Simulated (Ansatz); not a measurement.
Mulliken charges of `[F][Sn][F]` from ωB97M-V/def2-TZVPP in Ansatz (PBE0-D4/def2-TZVP geometry).

```json
{"atom": "F1", "x (Å)": "-1.297", "y (Å)": "0.293", "z (Å)": "-0.686", "charge (e)": "-0.489"}
{"atom": "Sn2", "x (Å)": "0.328", "y (Å)": "0.731", "z (Å)": "0.262", "charge (e)": "0.979"}
{"atom": "F3", "x (Å)": "0.959", "y (Å)": "-1.089", "z (Å)": "0.411", "charge (e)": "-0.489"}
```

By hand: the dipole of these point charges (1 e Å = 4.8032 D).

Σ q r = (0.486, 1.105, 0.391) e Å, of length 1.269 e Å = 6.10 D.

How does the dipole of the full density compare? (Best estimate.)

Ansatz gave: (0.299, 0.678, 0.240) e Å, 3.74 D; the point charges give 1.63 times that, at 0° from its direction.

Point charges leave out the atoms' own dipoles, such as those of lone pairs, and Mulliken's split depends on the basis, so the two needn't agree.
